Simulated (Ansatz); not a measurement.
# One elementary step

Start structure (CH8AsGa, closed shell), relaxed at PBE0-D4/def2-TZVP:

Ga1  (-0.928, 0.474, 0.181)
C2  (0.350, 1.655, -0.754)
H3  (-1.966, -0.378, -0.640)
H4  (-1.058, 0.537, 1.749)
H5  (0.965, -0.946, 0.013)
As6  (0.964, -2.385, 0.540)
H7  (1.242, 1.851, -0.157)
H8  (0.647, 1.254, -1.724)
H9  (-0.143, 2.617, -0.933)
H10  (-0.369, -2.698, -0.120)
H11  (0.295, -1.980, 1.844)
(Å)

The step: CH₅Ga ([CH3][GaH2]) + AsH₃ → GaAsH₄ ([GaH2][AsH2]) + CH₄; bonds formed: Ga1–As6, C2–H5; bonds broken: Ga1–C2, H5–As6. Ansatz 0.2.0; basis: def2-TZVPP and def2-QZVPP; cores frozen in the correlated methods. Filled d shells of the heavier atoms are correlated. The def2 sets are not built for correlating such inner shells, so the correlated values are less sure here. Extrapolation: Hartree–Fock as exp(−7.88 √X), correlation as X^−2.97. Energies below are by CCSD(T) at an estimated basis limit (MP2 extrapolated from triple and quadruple zeta, plus CCSD(T) − MP2 in triple zeta).

What are the electronic barrier and the energy of the step, from the start structure to the end structure? (Judge from chemistry; the value comes from the calculation.)

By the calculation: Barrier 111.8 kJ/mol; step energy -73.7 kJ/mol (downhill); reverse barrier, their difference, 185.6 kJ/mol. Barrier and step energy count from the start structure, the reverse barrier from the end structure.

The saddle point: One imaginary mode of 1217i cm⁻¹.
```
   pair  start (Å)  saddle (Å)  end (Å)
Ga1–As6       3.45        2.76     2.42
  C2–H5       2.78        1.52     1.09
 Ga1–C2       1.97        2.16     3.18
 H5–As6       1.53        1.88     3.21
```

Zero-point energy (harmonic, PBE0-D4): ZPE is 188.6 kJ/mol at the start and 187.0 kJ/mol at the saddle, so the barrier goes from 111.8 to 110.2 kJ/mol.

No T1 diagnostic of these runs exceeds 0.013. The start structure is not quite a true minimum (one mode of 52i cm⁻¹). The end structure is not quite a true minimum (one mode of 51i cm⁻¹).

Labels in which every atom is bracketed show which atoms are joined, not bond orders.

For scale, one of the runs: CCSD(T)/def2-TZVPP, 239 basis functions, launched by `ansatz run in.yaml --threads 8 --pin off --events-out ev --progress --plain --max-ram 19148MiB`. Time: 2.3 min of wall clock on 8 CPU threads of an Intel Xeon; the host was shared. Peak host memory: 4.5 GiB.
